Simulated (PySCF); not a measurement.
# State search for TeO

Unrestricted PBE0; basis Te def2-SVPD with ECP28, O def2-SVPD; scalar-relativistic core potentials; PySCF 2.14. Outer shells of the fragments: Te 4d10 5s2 5p4; O 2s2 2p4.

Followed along the bond (rough minima from three points):

```json
{"2Ms+1": "3", "unpaired": "π ↑↑", "⟨S²⟩ at the start": "2.01", "R at minimum (Å)": "1.85", "Te (eV)": "0.00"}
{"2Ms+1": "1", "unpaired": "π ↑↓", "⟨S²⟩ at the start": "1.01", "R at minimum (Å)": "1.85", "Te (eV)": "0.29"}
{"2Ms+1": "1", "unpaired": "none", "⟨S²⟩ at the start": "0.00", "R at minimum (Å)": "1.85", "Te (eV)": "1.13"}
{"2Ms+1": "5", "unpaired": "σ ↑, π ↑↑↑", "⟨S²⟩ at the start": "6.01", "R at minimum (Å)": "none in the scan", "Te (eV)": "≤ 3.40"}
```

Solutions found at the starting distance of 1.920 Å, counted from the lowest of them; the search is not exhaustive and high or unbound solutions are not listed, so other states can lie among these:

```csv
2Ms+1,unpaired,term,E (eV),⟨S²⟩,⟨Lz²⟩,μ (D)
3,π ↑↑,³Σ⁻,0.00,2.01,0.00,-3.27
1,π ↑↓,mixed,0.29,1.01,2.02,-3.28
1,none,mixed,1.13,0.00,2.00,-3.22
3,π ↑↑,mixed,2.38,2.01,2.01,-1.38
3,"σ ↑, π ↑",³Π,3.49,2.01,1.01,-2.20
1,"σ ↓, π ↑",mixed,3.67,1.33,1.18,-1.80
3,"σ ↑, π ↑",³Π,3.69,2.01,1.01,-2.12
1,"σ ↓, π ↑",mixed,3.95,1.01,1.01,-2.23
5,"σ ↑, π ↑↑↑",⁵Π,4.13,6.01,1.00,-0.95
3,"σ ↑, π ↑↑↓",mixed,4.86,3.01,3.03,-0.93
```

A term symbol is given only where ⟨S²⟩ and ⟨Lz²⟩ are close to those of a pure state; real π, δ and φ orbitals otherwise mix terms. A positive dipole means Te(−)O(+).

Spin–orbit coupling is left out. Counting both spins, an empty level lies below a filled one in some of these solutions, because spin and occupation are held.
